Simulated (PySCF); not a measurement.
**Working out the ionisation energy of F²⁺**

F²⁺ [He] 2s2 2p3 (4S) → F³⁺ [He] 2s2 2p2 (3P). Calculation: PySCF 2.14, in x2c-QZVPPall with one added diffuse shell each of s, p, d, f type (8s5p4d3f1g, 73 functions); scalar relativity by spin-free X2C-1e. Frozen: nothing. Energies in hartree (1 hartree = 27.21139 eV):

```csv
part,F²⁺ (lower),F³⁺ (upper)
UHF,-97.701521,-95.413777
MP2 opposite-spin,-0.098117,-0.091074
MP2 same-spin,-0.034414,-0.016895
```

Q: What does Hartree-Fock give?

A: (-95.413777) − (-97.701521) = 2.287744 hartree = 62.253 eV.

Q: What do MP2 and SCS-MP2 (6/5 opposite-spin, 1/3 same-spin) give?

A: The opposite-spin parts differ by 0.192 eV and the same-spin parts by 0.477 eV. MP2: 62.253 + (0.192) + (0.477) = 62.922 eV. SCS-MP2: 62.253 + 1.2 × (0.192) + (0.477)/3 = 62.642 eV.

A first-order spin-orbit estimate adds -0.055 eV to MP2 (valence and next inner shell), giving 62.867 eV against 62.708 eV (semi-empirical (NIST evaluation); NIST Atomic Spectra Database, ionization energies).

What remains against the reference includes basis incompleteness and correlation beyond second order.
